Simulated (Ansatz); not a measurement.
Two isomers of C2H2FNSe: A = `N=C=C(F)[SeH]`, B = `FC1=NC[Se]1`.

Gas-phase electronic energies from Ansatz, PBE0-D4/def2-TZVP geometries. CCSD(T)/CBS is the MP2 limit (def2-TZVPP, def2-QZVPP) plus CCSD(T) − MP2 in def2-TZVPP, frozen cores. DFT in def2-TZVPP. B3LYP here is the variant with VWN-RPA as its local correlation; programs differ in this. For Se outer-core shells are correlated without core-valence functions, which leaves a few kJ/mol of doubt a bond. Scalar relativity is left out up to krypton. One conformer a species, not always the lowest.

Question: Which isomer does CCSD(T)/CBS put lower? Give the gap. (Best estimate.)

Answer: The calculation gave: B, by 92.6 kJ/mol.

Question: Give E(B) − E(A) in kJ/mol with HF/def2-TZVPP, CCSD(T)/def2-TZVPP, B3LYP-D4, PBE0-D4, PBE-D4, r2SCAN-D4, CCSD/def2-TZVPP. (Best estimate.)

Answer: The calculation gave: HF/def2-TZVPP -74.3, CCSD(T)/def2-TZVPP -92.5, B3LYP-D4 -67.7, PBE0-D4 -90.2, PBE-D4 -79.8, r2SCAN-D4 -80.7, CCSD/def2-TZVPP -89.5. None reverses the order clearly.

Largest T1 diagnostic: 0.013.

In def2-TZVPP, CCSD(T) changes the Hartree–Fock value by −18.2 kJ/mol (the triples alone add −3.0 kJ/mol) and MP2 by −30.4 kJ/mol. From PBE to PBE0 (25 % exact exchange), in def2-TZVPP and without D4, E(B) − E(A) moves by −10.9 kJ/mol.
